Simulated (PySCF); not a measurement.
B(Et)3, C6H15B, SMILES CCB(CC)CC, singlet at its GFN2-xTB optimised geometry (Å):

```
22

B     -0.1133    -0.6822     0.0000
C     -0.9652     0.6489     0.0000
C     -0.2394     1.9622     0.2965
H     -1.8020     0.5476     0.6984
H     -1.4380     0.7312    -0.9856
H      0.5532     2.1380    -0.4265
H      0.2043     1.9369     1.2894
H     -0.9280     2.8048     0.2553
C      1.4715    -0.6822     0.0000
C      1.9867    -0.5797    -1.4461
H      1.8793    -1.5993     0.4312
H      1.8931     0.1511     0.5646
H      1.6419     0.3402    -1.9125
H      1.6250    -1.4162    -2.0401
H      3.0747    -0.5886    -1.4673
C     -0.8823    -2.0709    -0.0364
C     -0.9931    -2.6510     1.3835
H     -0.3561    -2.8048    -0.6515
H     -1.8931    -1.9804    -0.4405
H     -1.5502    -1.9751     2.0285
H     -0.0059    -2.7953     1.8163
H     -1.5057    -3.6108     1.3685
```

Level of theory: PBE0/def2-SVP (PySCF). Cells within 0.4 Å of a nucleus heavier than hydrogen are left out (blank, or x).

Map of the HOMO−1 amplitude (bohr^(-3/2)) on the plane z = 0.0 Å; orbital energy -7.90 eV, overall sign arbitrary:

```
|55555555555555555555555555555|
|55555555555555555555555555555|
|55555555555555555555555555555|
|55555555555555555555555555555|
|55555555554444555555555555555|
|55555555544444455555555555555|
|55555555544333455555555555555|
|55555555554333455555555555555|
|5555555555544x566555555555555|
|5555555556655x666555555555555|
|55555555667766666555555555555|
|55555556678964555555555555555|
|55555556678xx2345555555555555|
|55555556665xx0245665555555555|
|55555555554100256765555555555|
|55555555554210x689x4445555555|
|5555555555443xx999xx344555555|
|555555555555569987x2344555555|
|55555555666777777643344555555|
|55555555667xx6666543344555555|
|55555555666xx4555544445555555|
|55555555555323455554455555555|
|55555555554433445555555555555|
|55555555555444445555555555555|
|55555555555544455555555555555|
|55555555555555555555555555555|
|55555555555555555555555555555|
|55555555555555555555555555555|
|55555555555555555555555555555|
```
Scale: ten equal steps from -0.213 (start of '0') to 0.179 (end of '9'), in the order '0123456789'; x runs from -5.00 to 5.00, y from -5.00 (bottom) to 5.00 (top).
